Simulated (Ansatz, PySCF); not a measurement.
CH5NO2Si2, SMILES O([SiH2][SiH2]O)C#N. Atoms are numbered in the order given.

```xyz
11

N      2.4840     1.4091    -0.8668
C      1.8716     0.4473    -1.0955
O      1.1914    -0.6013    -1.3523
Si    -0.1119    -1.1615    -0.3451
Si    -0.9529     0.6609     0.8782
O     -2.2916    -0.0257     1.6034
H      0.4527    -2.2393     0.5150
H     -1.0806    -1.7425    -1.3110
H      0.0517     1.1468     1.8708
H     -1.3038     1.7829    -0.0449
H     -2.8013     0.5190     2.2110
```

Geometry optimised at PBE0-D3(BJ)/def2-SVP. This is a generated structure with no PubChem entry under its InChIKey; it may be hypothetical. Other conformers were not sampled.

Two levels are set side by side: PBE-D3(BJ)/def2-SVP (Ansatz, a first-principles code) and PBE0-D3(BJ)/def2-SVP (Ansatz). Each level has its own optimised geometry; the coordinates shown are those of the second. Frequencies come from the Hessian of PySCF at each geometry. Differences are taken from unrounded values.

```csv
quantity,PBE0-D3(BJ)
mean bond length (Å),1.513
bond N1–C2 (Å),1.163
bond C2–O3 (Å),1.276
bond O3–Si4 (Å),1.740
bond Si4–Si5 (Å),2.351
bond Si5–O6 (Å),1.670
bond Si4–H7 (Å),1.490
bond Si4–H8 (Å),1.486
bond Si5–H9 (Å),1.494
bond Si5–H10 (Å),1.495
bond O6–H11 (Å),0.962
highest harmonic wavenumber (cm⁻¹),3922
mean harmonic wavenumber (cm⁻¹),1004
zero-point energy (kcal/mol),38.77
```

Problem. What does PBE-D3(BJ) give, and how far is it from PBE0-D3(BJ)? (The exact figures need the calculation; the answer reports its results.)

Solution. 
```json
[
 {"quantity": "mean bond length (Å)", "PBE-D3(BJ)": "1.526", "PBE-D3(BJ) minus PBE0-D3(BJ)": "0.013"},
 {"quantity": "bond N1–C2 (Å)", "PBE-D3(BJ)": "1.179", "PBE-D3(BJ) minus PBE0-D3(BJ)": "0.016"},
 {"quantity": "bond C2–O3 (Å)", "PBE-D3(BJ)": "1.289", "PBE-D3(BJ) minus PBE0-D3(BJ)": "0.013"},
 {"quantity": "bond O3–Si4 (Å)", "PBE-D3(BJ)": "1.759", "PBE-D3(BJ) minus PBE0-D3(BJ)": "0.019"},
 {"quantity": "bond Si4–Si5 (Å)", "PBE-D3(BJ)": "2.360", "PBE-D3(BJ) minus PBE0-D3(BJ)": "0.010"},
 {"quantity": "bond Si5–O6 (Å)", "PBE-D3(BJ)": "1.687", "PBE-D3(BJ) minus PBE0-D3(BJ)": "0.017"},
 {"quantity": "bond Si4–H7 (Å)", "PBE-D3(BJ)": "1.502", "PBE-D3(BJ) minus PBE0-D3(BJ)": "0.012"},
 {"quantity": "bond Si4–H8 (Å)", "PBE-D3(BJ)": "1.498", "PBE-D3(BJ) minus PBE0-D3(BJ)": "0.011"},
 {"quantity": "bond Si5–H9 (Å)", "PBE-D3(BJ)": "1.505", "PBE-D3(BJ) minus PBE0-D3(BJ)": "0.012"},
 {"quantity": "bond Si5–H10 (Å)", "PBE-D3(BJ)": "1.506", "PBE-D3(BJ) minus PBE0-D3(BJ)": "0.012"},
 {"quantity": "bond O6–H11 (Å)", "PBE-D3(BJ)": "0.973", "PBE-D3(BJ) minus PBE0-D3(BJ)": "0.011"},
 {"quantity": "highest harmonic wavenumber (cm⁻¹)", "PBE-D3(BJ)": "3753", "PBE-D3(BJ) minus PBE0-D3(BJ)": "-169"},
 {"quantity": "mean harmonic wavenumber (cm⁻¹)", "PBE-D3(BJ)": "965", "PBE-D3(BJ) minus PBE0-D3(BJ)": "-40"},
 {"quantity": "zero-point energy (kcal/mol)", "PBE-D3(BJ)": "37.24", "PBE-D3(BJ) minus PBE0-D3(BJ)": "-1.53"}
]
```

Exact exchange shortens and stiffens bonds; PBE has none. Differences between two approximate levels are no errors against the true value.
